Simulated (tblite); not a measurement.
A geometry optimisation, step by step.

Species: C₉H₁₀BN.
SMILES with atom numbers: `[CH3:1][B:2]([CH3:3])[c:4]1[cH:5][cH:6][c:7]([C:8]#[N:9])[cH:10][cH:11]1` (hydrogens: H12, H13, H14 on C1; H15, H16, H17 on C3; H18 on C5; H19 on C6; H20 on C10; H21 on C11)

Computed with GFN2-xTB (tblite), gas phase: L-BFGS steps from a force-field or distance-geometry start until the largest atomic force falls under 0.01 eV/Å. 8 of its 99 geometries are shown.

Step 0: E = -774.0362 eV, largest atomic force 1.835 eV/Å
```
atom  x, y, z in Å  |  force x, y, z in eV/Å
C1     -2.513   -1.232   -0.097   -0.186  -0.482  -0.582
B2     -1.679    0.113   -0.148   -0.148  -0.264   1.242
C3     -2.317    1.481    0.304    0.378   1.051   0.297
C4     -0.121    0.021   -0.059   -0.821  -0.023  -0.185
C5      0.647   -0.274   -1.162    0.884  -0.259  -0.847
C6      2.033   -0.359   -1.098   -0.366   0.146   0.456
C7      2.649   -0.146    0.134    1.249  -0.036   0.488
C8      4.104   -0.225    0.261    0.150   0.014  -0.107
N9      5.260   -0.285    0.338   -1.831   0.090  -0.090
C10     1.873    0.138    1.272    0.200   0.050   0.389
C11     0.489    0.220    1.174    0.883   0.108   0.237
H12    -2.121   -1.991   -0.824   -0.351   0.538   0.732
H13    -2.447   -1.692    0.926   -0.121   0.482  -1.021
H14    -3.577   -1.047   -0.352    0.559  -0.328   0.353
H15    -1.521    2.181    0.682   -0.690  -0.552  -0.369
H16    -2.797    2.030   -0.534   -0.013  -0.443   0.686
H17    -3.021    1.351    1.156    0.194   0.112  -0.900
H18     0.192   -0.444   -2.137   -0.069   0.075   0.300
H19     2.594   -0.580   -1.984    0.255  -0.047  -0.104
H20     2.370    0.306    2.246   -0.306  -0.146  -0.722
H21    -0.104    0.451    2.056    0.149  -0.084  -0.254
```

Step 14: E = -774.3540 eV, largest atomic force 0.096 eV/Å
```
atom  x, y, z in Å  |  force x, y, z in eV/Å
C1     -2.536   -1.212   -0.124   -0.018  -0.059  -0.020
B2     -1.681    0.102   -0.016    0.087  -0.015   0.016
C3     -2.318    1.496    0.344   -0.006   0.073   0.013
C4     -0.117   -0.001   -0.057    0.037   0.015   0.058
C5      0.667   -0.294   -1.175   -0.041   0.020   0.028
C6      2.045   -0.359   -1.088   -0.034   0.002   0.003
C7      2.673   -0.149    0.140    0.022  -0.021  -0.028
C8      4.080   -0.225    0.239   -0.045   0.013   0.047
N9      5.221   -0.285    0.339    0.043  -0.006  -0.025
C10     1.909    0.134    1.273    0.065  -0.007  -0.003
C11     0.539    0.216    1.161    0.052   0.029   0.023
H12    -2.131   -1.938   -0.824    0.035  -0.010  -0.018
H13    -2.491   -1.685    0.859   -0.017  -0.045  -0.005
H14    -3.588   -1.073   -0.353   -0.021   0.094  -0.003
H15    -1.587    2.228    0.679    0.020   0.013  -0.020
H16    -2.809    1.921   -0.531   -0.043  -0.017  -0.016
H17    -3.083    1.418    1.114   -0.070  -0.045  -0.037
H18     0.184   -0.453   -2.131    0.046  -0.009   0.063
H19     2.656   -0.572   -1.953   -0.075  -0.010  -0.041
H20     2.405    0.297    2.220   -0.040  -0.003  -0.017
H21    -0.047    0.450    2.039    0.003  -0.012  -0.018
```

Step 28: E = -774.3775 eV, largest atomic force 0.068 eV/Å
```
atom  x, y, z in Å  |  force x, y, z in eV/Å
C1     -2.535   -1.196   -0.136   -0.002   0.006  -0.045
B2     -1.659    0.100    0.043   -0.023   0.002   0.003
C3     -2.360    1.483    0.322    0.022   0.020   0.019
C4     -0.095    0.009    0.022   -0.058  -0.008  -0.002
C5      0.652   -0.296   -1.119   -0.010   0.002   0.030
C6      2.030   -0.364   -1.075    0.004  -0.011  -0.010
C7      2.699   -0.154    0.130    0.000  -0.012   0.021
C8      4.106   -0.235    0.208    0.004   0.005   0.006
N9      5.247   -0.292    0.303    0.058  -0.013  -0.034
C10     1.972    0.138    1.284   -0.034   0.006   0.028
C11     0.600    0.233    1.215   -0.048  -0.001  -0.006
H12    -2.132   -1.879   -0.880    0.002  -0.021   0.002
H13    -2.558   -1.752    0.803    0.031   0.034  -0.035
H14    -3.568   -0.974   -0.394   -0.014  -0.043  -0.006
H15    -1.683    2.264    0.658    0.002   0.017   0.002
H16    -2.835    1.842   -0.593    0.007  -0.018   0.028
H17    -3.159    1.386    1.056   -0.009   0.014  -0.032
H18     0.144   -0.468   -2.059    0.010   0.005   0.058
H19     2.602   -0.589   -1.962    0.006  -0.009  -0.055
H20     2.484    0.290    2.222    0.054   0.023   0.007
H21     0.040    0.471    2.107   -0.001   0.001   0.020
```

Step 42: E = -774.3852 eV, largest atomic force 0.072 eV/Å
```
atom  x, y, z in Å  |  force x, y, z in eV/Å
C1     -2.529   -1.191   -0.177    0.006   0.020   0.022
B2     -1.664    0.104    0.058   -0.039   0.016  -0.030
C3     -2.374    1.488    0.314    0.005  -0.039   0.002
C4     -0.100    0.005    0.075    0.021   0.015   0.023
C5      0.635   -0.305   -1.072    0.032  -0.004   0.009
C6      2.014   -0.376   -1.053    0.023  -0.006   0.002
C7      2.703   -0.159    0.141    0.000   0.010  -0.025
C8      4.113   -0.243    0.181    0.037   0.003   0.027
N9      5.257   -0.308    0.232   -0.067   0.000  -0.026
C10     1.991    0.147    1.303    0.001  -0.006  -0.035
C11     0.615    0.237    1.254    0.016   0.003   0.027
H12    -2.113   -1.866   -0.923    0.029   0.017   0.007
H13    -2.543   -1.752    0.759   -0.012  -0.037  -0.012
H14    -3.564   -0.987   -0.438    0.011  -0.004  -0.004
H15    -1.710    2.276    0.660    0.015   0.018   0.006
H16    -2.832    1.833   -0.613    0.017   0.002   0.016
H17    -3.191    1.392    1.028   -0.004   0.006  -0.005
H18     0.115   -0.478   -2.002   -0.030  -0.012  -0.023
H19     2.565   -0.602   -1.955   -0.002  -0.008   0.027
H20     2.526    0.319    2.227   -0.021  -0.008  -0.025
H21     0.077    0.481    2.157   -0.039   0.013   0.016
```

Step 56: E = -774.3885 eV, largest atomic force 0.031 eV/Å
```
atom  x, y, z in Å  |  force x, y, z in eV/Å
C1     -2.513   -1.194   -0.193    0.003  -0.003  -0.005
B2     -1.669    0.108    0.075    0.023   0.002   0.003
C3     -2.373    1.494    0.321   -0.006   0.015   0.009
C4     -0.105    0.011    0.099   -0.002  -0.005  -0.009
C5      0.621   -0.315   -1.050   -0.008  -0.008  -0.001
C6      1.999   -0.387   -1.039   -0.004  -0.004  -0.010
C7      2.695   -0.155    0.147   -0.004   0.001   0.005
C8      4.105   -0.242    0.165   -0.030  -0.005   0.003
N9      5.249   -0.317    0.172    0.026   0.005   0.008
C10     1.992    0.159    1.311   -0.007   0.006   0.004
C11     0.616    0.251    1.273   -0.010  -0.002  -0.007
H12    -2.061   -1.836   -0.946   -0.007   0.001   0.002
H13    -2.539   -1.787    0.723    0.001   0.002  -0.006
H14    -3.545   -1.003   -0.475    0.002   0.002  -0.002
H15    -1.711    2.278    0.679   -0.003  -0.021   0.006
H16    -2.806    1.843   -0.617    0.001   0.005   0.002
H17    -3.208    1.407    1.015   -0.012   0.000   0.003
H18     0.091   -0.501   -1.974    0.006   0.002   0.019
H19     2.545   -0.630   -1.939    0.014  -0.007  -0.017
H20     2.533    0.335    2.230   -0.006   0.005  -0.003
H21     0.075    0.499    2.176    0.024   0.011  -0.002
```

Step 70: E = -774.3914 eV, largest atomic force 0.104 eV/Å
```
atom  x, y, z in Å  |  force x, y, z in eV/Å
C1     -2.501   -1.194   -0.226   -0.008   0.032   0.005
B2     -1.671    0.109    0.084   -0.066   0.019  -0.029
C3     -2.379    1.488    0.366   -0.011  -0.029   0.004
C4     -0.108    0.018    0.099    0.004   0.001   0.011
C5      0.608   -0.352   -1.042    0.048  -0.009   0.014
C6      1.986   -0.432   -1.039    0.034   0.010   0.009
C7      2.689   -0.174    0.139    0.002   0.029  -0.024
C8      4.100   -0.251    0.164    0.055   0.005   0.009
N9      5.247   -0.297    0.194   -0.102  -0.015  -0.015
C10     1.994    0.186    1.295    0.016   0.009  -0.022
C11     0.620    0.297    1.259    0.025  -0.015   0.007
H12    -2.032   -1.811   -0.990   -0.003  -0.016  -0.001
H13    -2.536   -1.809    0.674    0.007   0.000  -0.003
H14    -3.531   -1.007   -0.519   -0.002   0.014   0.000
H15    -1.721    2.234    0.803    0.000   0.032   0.012
H16    -2.748    1.899   -0.575    0.034  -0.013  -0.001
H17    -3.256    1.389    1.002    0.001  -0.030   0.014
H18     0.067   -0.560   -1.953    0.013  -0.013  -0.033
H19     2.530   -0.693   -1.937   -0.030  -0.017   0.022
H20     2.544    0.386    2.203   -0.010   0.012   0.013
H21     0.090    0.592    2.154   -0.006  -0.007   0.009
```

Step 84: E = -774.3982 eV, largest atomic force 0.043 eV/Å
```
atom  x, y, z in Å  |  force x, y, z in eV/Å
C1     -2.494   -1.172   -0.294   -0.014  -0.010  -0.008
B2     -1.671    0.116    0.080    0.032  -0.025   0.013
C3     -2.391    1.464    0.453   -0.010   0.005  -0.003
C4     -0.108    0.025    0.092    0.002   0.001  -0.012
C5      0.605   -0.420   -1.026   -0.013   0.003  -0.008
C6      1.982   -0.502   -1.026   -0.009  -0.003  -0.001
C7      2.692   -0.157    0.123   -0.003  -0.003   0.024
C8      4.101   -0.247    0.157   -0.023  -0.006   0.002
N9      5.245   -0.319    0.204    0.034  -0.002  -0.022
C10     2.004    0.273    1.258   -0.005   0.000   0.029
C11     0.628    0.370    1.230   -0.010   0.008  -0.004
H12    -2.019   -1.768   -1.072   -0.010  -0.004   0.026
H13    -2.538   -1.813    0.588   -0.008  -0.006  -0.027
H14    -3.521   -0.976   -0.592   -0.013   0.014   0.004
H15    -1.787    2.146    1.048    0.006  -0.019  -0.014
H16    -2.632    1.989   -0.472    0.011   0.017  -0.011
H17    -3.339    1.310    0.962   -0.027  -0.005   0.027
H18     0.061   -0.693   -1.920    0.014   0.011   0.006
H19     2.512   -0.841   -1.904    0.024   0.002  -0.010
H20     2.555    0.529    2.151    0.018   0.013   0.006
H21     0.105    0.702    2.115    0.004   0.011  -0.015
```

Step 98: E = -774.4007 eV, largest atomic force 0.009 eV/Å
```
atom  x, y, z in Å  |  force x, y, z in eV/Å
C1     -2.501   -1.167   -0.324   -0.003   0.004  -0.006
B2     -1.671    0.107    0.084    0.005   0.008   0.000
C3     -2.397    1.444    0.489    0.004  -0.001  -0.001
C4     -0.106    0.028    0.091   -0.002  -0.004   0.005
C5      0.608   -0.446   -1.015   -0.004  -0.001   0.001
C6      1.985   -0.532   -1.009    0.000   0.005  -0.001
C7      2.695   -0.158    0.132    0.003   0.000   0.002
C8      4.104   -0.255    0.153    0.007   0.003  -0.001
N9      5.249   -0.332    0.169   -0.001  -0.001   0.001
C10     2.008    0.312    1.251    0.002   0.006  -0.003
C11     0.632    0.410    1.216    0.001  -0.003   0.002
H12    -2.028   -1.754   -1.108    0.003  -0.003  -0.001
H13    -2.566   -1.828    0.542   -0.005  -0.001   0.006
H14    -3.521   -0.947   -0.626   -0.006   0.001  -0.004
H15    -1.812    2.084    1.146    0.005  -0.003  -0.001
H16    -2.578    2.023   -0.419    0.003  -0.003  -0.002
H17    -3.372    1.281    0.942    0.000  -0.002   0.005
H18     0.069   -0.736   -1.905   -0.006  -0.006  -0.001
H19     2.520   -0.894   -1.876    0.003   0.002  -0.003
H20     2.562    0.602    2.133   -0.006   0.000   0.002
H21     0.110    0.774    2.089   -0.002   0.001   0.000
```

**Question.** Summarise the path.

**Answer.** The energy falls by 35.17 kJ/mol from step 0 to step 98; nine tenths of that is first reached at step 20. It rises by more than 0.2 meV at step 2. The largest force goes from 1.835 to 0.009 eV/Å. Among the bonds C7–C8 changes most, from 1.462 to 1.412 Å; the atoms move by 0.304 Å rms after alignment.

**Question.** Follow the three bonds and two angles with the largest change from start to end.

**Answer.** 
```
step  E above end (kJ/mol)  largest force (eV/Å)  C7–C8 (Å)  C3–H15 (Å)  C1–H12 (Å)  H16–C3–H17 (°)  B2–C3–H16 (°)
   0                 35.17                 1.835      1.462       1.126       1.122           111.2          112.8
   4                  9.42                 0.377      1.417       1.086       1.087           108.5          114.1
   9                  5.83                 0.214      1.410       1.088       1.088           105.0          112.9
  13                  4.73                 0.171      1.412       1.089       1.088           105.9          110.5
  17                  3.96                 0.135      1.412       1.087       1.087           106.5          109.2
  21                  3.28                 0.130      1.413       1.089       1.089           105.5          108.4
  26                  2.50                 0.182      1.412       1.086       1.087           105.5          109.4
  30                  2.09                 0.085      1.412       1.087       1.088           106.0          109.4
  34                  1.80                 0.061      1.413       1.087       1.088           105.4          109.1
  38                  1.63                 0.050      1.412       1.087       1.088           105.6          109.1
  43                  1.44                 0.074      1.413       1.087       1.088           105.6          109.2
  47                  1.27                 0.045      1.413       1.087       1.088           105.5          109.0
  51                  1.21                 0.025      1.412       1.087       1.088           105.6          109.1
  55                  1.19                 0.032      1.412       1.088       1.089           105.7          109.0
  60                  1.13                 0.053      1.413       1.087       1.088           105.7          108.6
  64                  1.07                 0.043      1.412       1.088       1.089           105.8          108.5
  68                  0.99                 0.046      1.413       1.087       1.088           105.5          108.9
  72                  0.80                 0.049      1.413       1.087       1.088           105.7          109.1
  77                  0.51                 0.059      1.412       1.089       1.088           106.0          108.8
  81                  0.36                 0.056      1.413       1.089       1.088           106.0          108.6
  85                  0.20                 0.042      1.412       1.088       1.088           105.8          108.0
  89                  0.11                 0.038      1.413       1.087       1.087           106.2          108.0
  94                  0.01                 0.020      1.412       1.088       1.088           106.1          108.2
  98                  0.00                 0.009      1.412       1.088       1.088           106.1          108.2
```

The cost below is that of the whole relaxation. On one thread, Intel Xeon 6975P-C (x86_64) (shared host), this took 0.69 s of wall time.
